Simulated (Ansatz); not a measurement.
Consider the formal exchange of groups at a Ti–N bond: `C[N](C)[Ti]([F])([N](C)C)[N](C)C` + `CCCC(N)=O` → `C[N](C)[Ti]([NH2])([F])[N](C)C` + `CCCC(=O)N(C)C`.

Calculated with Ansatz (gas phase, PBE0-D4/def2-TZVP geometries, no zero-point term in ΔE). CCSD(T)/CBS adds triple-zeta CCSD(T) − MP2 to the extrapolated MP2 energy (def2 sets, frozen cores). DFT in def2-TZVPP. B3LYP here is the variant with VWN-RPA as its local correlation; programs differ in this. For Ti outer-core shells are correlated without core-valence functions, which leaves a few kJ/mol of doubt a bond. Scalar relativity is left out up to krypton. One conformer a species, not always the lowest.

Q: Is it downhill or uphill in electronic energy at CCSD(T)/CBS, and by how much? (Estimate.)

A: Computed: Nearly level: ΔE = +0.01 eV.

Q: What do these levels give: B3LYP-D4, r2SCAN, MP2/def2-TZVPP, CCSD/def2-TZVPP, CCSD(T)/def2-TZVPP, SCS-MP2/def2-QZVPP? (Estimate.)

A: The calculation gave: B3LYP-D4 0.01, r2SCAN -0.02, MP2/def2-TZVPP 0.04, CCSD/def2-TZVPP -0.01, CCSD(T)/def2-TZVPP 0.01, SCS-MP2/def2-QZVPP 0.02 eV.

Largest T1 diagnostic among the species: 0.022, so the coupled-cluster value is less sure than usual.

In def2-TZVPP, CCSD(T) changes the Hartree–Fock value by +0.07 eV (the triples alone add +0.02 eV) and MP2 by +0.09 eV. The D4 term adds +0.04 eV with B3LYP and +0.03 eV with PBE0; it sums over pairs of atoms, weighted by their polarisabilities, and B3LYP, whose exchange is more repulsive, gets the larger term.
